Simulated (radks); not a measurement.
The numbers below are computed, except where a source is named.
Q: Orbital eigenvalues (eV) of the lutetium ion Lu2+, [Xe] 4f14 6s1, of relativity; Dirac values are averaged over j with weights 2j + 1. Spin-unpolarised spherical Kohn-Sham, BLYP, point nucleus unless stated (finite: rms radius 5.37 fm), a radial shooting solver on a logarithmic mesh with Libxc functionals. A level marked "c x" has the speed of light scaled by that factor.

| shell | non-rel. |
|---|---|
| 2s | -9531.6 |
| 2p | -9118.9 |
| 3s | -2153.8 |
| 3p | -1964.6 |
| 3d | -1611.8 |
| 4s | -428.43 |
| 4p | -350.99 |
| 4d | -210.79 |
| 5s | -67.828 |
| 5p | -46.904 |
| 4f | -32.341 |
| 6s | -16.489 |

Give the values at the level "Dirac, c x 3".

A: 
shell  Dirac, c x 3  change of magnitude (%)
2s          -9649.6                    +1.24
2p          -9159.3                    +0.44
3s          -2182.5                    +1.33
3p          -1975.8                    +0.57
3d          -1610.6                    -0.08
4s          -435.36                    +1.62
4p          -353.57                    +0.74
4d          -210.56                    -0.11
5s          -68.757                    +1.37
5p          -47.079                    +0.37
4f          -31.696                    -2.00
6s          -16.600                    +0.68
